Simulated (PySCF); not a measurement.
A structure optimised at PBE-D3(BJ)/def2-SVP, used in a PySCF frequency run:

```xyz
10

Ga    -0.0015    -0.7590     0.0000
F      1.5074    -1.6549     0.0000
F     -1.5346    -1.6134     0.0000
O      0.0173     0.9145     1.0994
C      0.0213     1.5831     0.0000
C     -0.0019     3.0773     0.0000
O      0.0173     0.9145    -1.0994
H      0.4797     3.4705    -0.9127
H      0.4797     3.4705     0.9127
H     -1.0616     3.4069     0.0000
```

Q: Write its SMILES, formula and point group.

A: CC(=O)[O][Ga]([F])[F], C2H3F2GaO2, Cs

Q: What are its rotational constants (standard atomic weights)?

A: 3.8912, 1.3081, 1.1604 GHz
